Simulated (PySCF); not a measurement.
Working out the excitation energy of Al

Al [Ne] 3s2 3p1 (2P) → Al [Ne] 3s1 3p1 4s1 (4P). Calculation: PySCF 2.14, in aug-cc-pVDZ-DK (5s4p2d, 27 functions); the spin-free X2C one-electron Hamiltonian (Gaussian nucleus). Frozen: [Ne]. Energies in hartree (1 hartree = 27.21139 eV):

| part | Al (lower) | Al (upper) |
| --- | --- | --- |
| UHF | -242.309082 | -242.071227 |
| MP2 opposite-spin | -0.028748 | 0.000000 |
| MP2 same-spin | -0.002230 | -0.005507 |

What does Hartree-Fock give?

(-242.071227) − (-242.309082) = 0.237855 hartree = 6.472 eV.

What do MP2 and SCS-MP2 (6/5 opposite-spin, 1/3 same-spin) give?

The opposite-spin parts differ by 0.782 eV and the same-spin parts by -0.089 eV. MP2: 6.472 + (0.782) + (-0.089) = 7.165 eV. SCS-MP2: 6.472 + 1.2 × (0.782) + (-0.089)/3 = 7.381 eV.

The upper state lies above the first ionisation limit, but in LS coupling its spin forbids autoionisation to the ground ion. A Rydberg-like electron needs more diffuse functions than a valence basis has.

A double-zeta basis recovers only part of the correlation energy.
